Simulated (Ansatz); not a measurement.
Basis-set extrapolation for `O[SiH2][SiH]([SiH3])S` (PBE0-D4/def2-TZVP geometry, frozen core, the Gaussian-basis code of Ansatz). Multiplicity 1, RHF reference.

```
                       def2-TZVPP    def2-QZVPP
                 HF  -1344.001485  -1344.043303
    MP2 correlation     -0.793702     -0.858099
CCSD(T) correlation     -0.902208       not run
```

Energies in hartree. Use E(X) = E(∞) + A·exp(−7.88·√X) for Hartree–Fock and E(X) = E(∞) + B·X^(−2.97) for correlation, with X = 3 and 4, and add CCSD(T) minus MP2 of the smaller set to the MP2 limit.

**Question.** What is the CCSD(T) energy at the basis-set limit?

**Answer.** HF limit: -1344.043303 + (-0.041818) × 0.13774 = -1344.04906. MP2 limit: -0.858099 + (-0.064397) × 0.74074 = -0.90580. Higher-order term: -0.902208 − (-0.793702) = -0.10851. Total: -1345.06337 hartree, 419.2 kJ/mol below CCSD(T)/def2-TZVPP.
